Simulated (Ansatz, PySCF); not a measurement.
Species: SrCl (charge +1, singlet). SMILES: [Cl][Sr+]
Geometry from a B3LYP-D3(BJ)/def2-TZVP (Ansatz, an electronic-structure program) optimisation:
```xyz
2

Sr     0.0000     0.0000    -0.7671
Cl     0.0000     0.0000     1.7148
```
Charge +1, spin multiplicity 1.

Quantity: vertical triplet-singlet gap, E(triplet) - E(singlet), in eV. Set-up: def2 sets with scalar-relativistic core potentials past Kr; each state is the SCF solution reached for its charge and spin; six Cartesian d functions in 6-31G* and its kin unless marked 5d; spin-orbit terms left out; STO-3G and 3-21G all-electron and non-relativistic; frozen cores in correlated levels (noble-gas shells and the d and f shells of earlier blocks; the outer core of K, Ca and congeners matters and is frozen too); LANL2DZ with its own core potentials from Na on; open shells spin-unrestricted. First-principles rows: single points at B3LYP-D3(BJ) geometries (Ansatz). The spin state of an ion or metal species was assumed, not searched. Levels can end on unlike triplets.

```csv
level,program,"vertical triplet-singlet gap, E(triplet) - E(singlet) (eV)"
HF/6-31G* with LANL2DZ past Ar,Ansatz,3.46
PBE/6-31G* with LANL2DZ past Ar,Ansatz,4.16
B3LYP/STO-3G,Ansatz,3.95
B3LYP/3-21G,Ansatz,3.88
B3LYP/6-31G* with LANL2DZ past Ar,Ansatz,4.08
M06-2X/6-31G* with LANL2DZ past Ar (5d),PySCF,4.55
MP2/6-31G* with LANL2DZ past Ar,Ansatz,4.07
PBE/def2-TZVPD,Ansatz,4.91
B3LYP/def2-TZVPD,Ansatz,4.78
PBE0/def2-TZVPD,Ansatz,4.86
```

No value to compare with is used here. The 7 habitual levels span 3.46 (HF/6-31G* with LANL2DZ past Ar) to 4.55 eV (M06-2X/6-31G* with LANL2DZ past Ar (5d)); B3LYP/def2-TZVPD gives 4.78.

The levels are drawn from those run, B3LYP/6-31G* more often than the rest, none by its result; runs whose electronic state is in doubt are left out.
